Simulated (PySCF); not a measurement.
# I³⁺ (iodine, charge +3): UHF calculation

Configuration: [Kr] 4d10 5s2 5p2, high-spin 3P determinant. All numbers are calculated (PySCF 2.14, a scalar-relativistic core potential, in cc-pVTZ-PP with ECP28MDF).

```
Total energy                                                  : -292.563767 hartree
One-electron energy                                           : -485.4028 hartree
Hartree (Coulomb) energy                                      : 213.0152 hartree
Exchange energy                                               : -20.1761 hartree
⟨S²⟩                                                          : 2.0072
⟨L²⟩                                                          : 2.020
Sum of ⟨r⟩                                                    : 23.67 bohr
Sum of ⟨r²⟩                                                   : 33.43 bohr²
Traceless quadrupole moment −½Σ⟨3z² − r²⟩ along its main axis : 2.07 e·bohr²
Time after the integrals                                      : 0.08 s of wall time on 1 thread of Intel(R) Xeon(R) 6975P-C (shared host)
```

```tsv
shell	electrons	mean orbital energy (eV)	spread (eV)	rms radius, mean of both spins (bohr)
4s α	1	-243.12	0	0.795
4s β	1	-242.55	0	0.795
4p α	3	-183.85	0.171	0.853
4p β	3	-183.27	0.911	0.853
4d α	5	-94.679	0.568	0.991
4d β	5	-94.229	0.970	0.991
5s α	1	-53.992	0	1.97
5s β	1	-48.401	0	1.97
5p α	2	-39.837	0	2.26
```

Energies and moments cover only the electrons outside the core potential.
